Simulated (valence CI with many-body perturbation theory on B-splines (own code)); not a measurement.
# Level structure of Bi77+

Calculated by configuration interaction combined with many-body perturbation theory (CI+MBPT): four valence electrons over a frozen Dirac-Fock core [He], a basis of 11 s, 11 p, 10 d, 8 f, 5 g, 2 h functions for each j, with the one-electron correlation potential Σ1, the two-electron term Σ2, the three-electron term Σ3, Breit, model QED; selected CI, second order for the rest, scaled by the run's own slope (own B-spline code, finite nucleus).

No measured spectrum was set against this ion. As an estimate, large intervals hold to a few tenths of a per cent, small ones and those within an open d or f shell to about a per cent. Among the levels kept, up to 1100 cm⁻¹ of a level comes from second order outside the variational space, and about a tenth of that is noise between levels of different J, which matters for small intervals.

Levels 1 to 45 of 184, with energies above the lowest level, (2s^2 2p1/2^2) J=0. "Leading %" is the weight of the configuration and term that name the level; weights of strongly mixed levels are sums over their largest components and can fall short. In the jj column 3d3/2^4 stands for four electrons in 3d with j = 3/2. Lifetimes count E1, E2, E3, M1 and M2 decay at the calculated energies, and are blank where another channel may lead or the interval is too uncertain; long ones can be off by a factor of two.

```tsv
No.	Configuration	Term	J	E (eV)	Leading %	Lifetime	Second component	Leading jj
1	2s²2p²	³P	0	0	68		32 % 2s²2p² ¹S	2s^2 2p1/2^2 (100 %)
2	2s²2p²	³P	1	2421	100	11.8 ps		2s^2 2p1/2 2p3/2 (100 %)
3	2s²2p²	¹D	2	2439	66	1.35 ns	34 % 2s²2p² ³P	2s^2 2p1/2 2p3/2 (100 %)
4	2s2p³	³P°	2	2789	49	22.0 ps	25 % 2s2p³ ⁵S°	2s 2p1/2^2 2p3/2 (100 %)
5	2s2p³	¹P°	1	2892	32	25.0 fs	30 % 2s2p³ ³D°	2s 2p1/2^2 2p3/2 (100 %)
6	2s²2p²	³P	2	4894	65	3.06 ps	34 % 2s²2p² ¹D	2s^2 2p3/2^2 (99 %)
7	2s²2p²	¹S	0	4968	67	2.83 ps	32 % 2s²2p² ³P	2s^2 2p3/2^2 (99 %)
8	2s2p³	⁵S°	2	5177	51	105 fs	46 % 2s2p³ ³D°	2s 2p1/2 2p3/2^2 (100 %)
9	2s2p³	³D°	3	5224	100	110 fs		2s 2p1/2 2p3/2^2 (100 %)
10	2s2p³	³P°	0	5303	100	32.3 fs		2s 2p1/2 2p3/2^2 (100 %)
11	2s2p³	³S°	1	5329	54	16.3 fs	44 % 2s2p³ ³D°	2s 2p1/2 2p3/2^2 (100 %)
12	2s2p³	¹D°	2	5336	74	16.7 fs	21 % 2s2p³ ³D°	2s 2p1/2 2p3/2^2 (100 %)
13	2s2p³	³P°	1	5342	65	29.7 fs	33 % 2s2p³ ¹P°	2s 2p1/2 2p3/2^2 (100 %)
14	2p⁴	³P	2	5725	67	17.2 fs	32 % 2p⁴ ¹D	2p1/2^2 2p3/2^2 (99 %)
15	2p⁴	¹S	0	5802	65	16.0 fs	34 % 2p⁴ ³P	2p1/2^2 2p3/2^2 (99 %)
16	2s2p³	³P°	2	7721	51	33.6 fs	20 % 2s2p³ ⁵S°	2s 2p3/2^3 (100 %)
17	2s2p³	¹P°	1	7822	35	13.7 fs	26 % 2s2p³ ³D°	2s 2p3/2^3 (100 %)
18	2p⁴	³P	1	8168	100	11.1 fs		2p1/2 2p3/2^3 (100 %)
19	2p⁴	¹D	2	8186	68	11.3 fs	32 % 2p⁴ ³P	2p1/2 2p3/2^3 (100 %)
20	2p⁴	³P	0	10676	66	8.34 fs	34 % 2p⁴ ¹S	2p3/2^4 (100 %)
21	2s²2p3s	³P°	0	13706	100	2.38 fs		2s^2 2p1/2 3s (100 %)
22	2s²2p3s	³P°	1	13709	67	2.00 fs	33 % 2s²2p3s ¹P°	2s^2 2p1/2 3s (100 %)
23	2s²2p3p	³D	1	13812	74	148 fs	22 % 2s²2p3p ¹P	2s^2 2p1/2 3p1/2 (100 %)
24	2s²2p3p	³P	0	13872	67	85.1 fs	32 % 2s²2p3p ¹S	2s^2 2p1/2 3p1/2 (99 %)
25	2s2p²3s	⁵P	1	14046	40	2.39 fs	32 % 2s2p²3s ³S	2s 2p1/2^2 3s (100 %)
26	2s2p²3s	³P	0	14092	67	2.53 fs	32 % 2s2p²3s ¹S	2s 2p1/2^2 3s (99 %)
27	2s2p²3p	³P°	1	14162	33	1.14 fs	20 % 2s2p²3p ⁵D°	2s 2p1/2^2 3p1/2 (100 %)
28	2s2p²3p	³P°	0	14164	53	104 fs	40 % 2s2p²3p ⁵D°	2s 2p1/2^2 3p1/2 (100 %)
29	2s²2p3p	³D	2	14554	51	84.4 fs	32 % 2s²2p3p ¹D	2s^2 2p1/2 3p3/2 (100 %)
30	2s²2p3p	³P	1	14555	49	111 fs	30 % 2s²2p3p ³S	2s^2 2p1/2 3p3/2 (100 %)
31	2s²2p3d	³F°	2	14629	75	2.33 fs	20 % 2s²2p3d ¹D°	2s^2 2p1/2 3d3/2 (100 %)
32	2s²2p3d	³D°	1	14657	50	272 as	33 % 2s²2p3d ¹P°	2s^2 2p1/2 3d3/2 (100 %)
33	2s²2p3d	³P°	2	14825	46	412 as	34 % 2s²2p3d ³D°	2s^2 2p1/2 3d5/2 (96 %)
34	2s²2p3d	³F°	3	14830	45	407 as	32 % 2s²2p3d ¹F°	2s^2 2p1/2 3d5/2 (100 %)
35	2s2p²3p	³P°	2	14898	36	9.45 fs	18 % 2s2p²3p ⁵P°	2s 2p1/2^2 3p3/2 (96 %)
36	2s2p²3p	³D°	1	14903	30	1.25 fs	22 % 2s2p²3p ¹P°	2s 2p1/2^2 3p3/2 (100 %)
37	2s2p²3d	³D	1	14971	48	2.52 fs	34 % 2s2p²3d ⁵F	2s 2p1/2^2 3d3/2 (100 %)
38	2s2p²3d	³D	2	14977	30	2.17 fs	15 % 2s2p²3d ⁵F	2s 2p1/2^2 3d3/2 (99 %)
39	2s2p²3d	³D	3	15163	39	408 as	16 % 2s2p²3d ⁵D	2s 2p1/2^2 3d5/2 (100 %)
40	2s2p²3d	³D	2	15182	26	413 as	24 % 2s2p²3d ³F	2s 2p1/2^2 3d5/2 (99 %)
41	2s²2p3s	³P°	2	16190	99	3.14 fs		2s^2 2p3/2 3s (99 %)
42	2s²2p3s	¹P°	1	16201	66	1.64 fs	33 % 2s²2p3s ³P°	2s^2 2p3/2 3s (99 %)
43	2s²2p3p	³P	1	16320	50	70.1 fs	28 % 2s²2p3p ³S	2s^2 2p3/2 3p1/2 (98 %)
44	2s²2p3p	³D	2	16321	48	78.6 fs	33 % 2s²2p3p ¹D	2s^2 2p3/2 3p1/2 (98 %)
45	2s2p²3s	⁵P	2	16433	83	3.73 fs	9 % 2s2p²3s ³P	2s 2p1/2 2p3/2 3s (99 %)
```

The ionisation energy to 2s²2p ²P°1/2 of the next ion comes out as 24155 eV (NIST: 24150 ± 120 eV (theoretical)). All 184 levels together are meant to be complete up to 19711 eV.
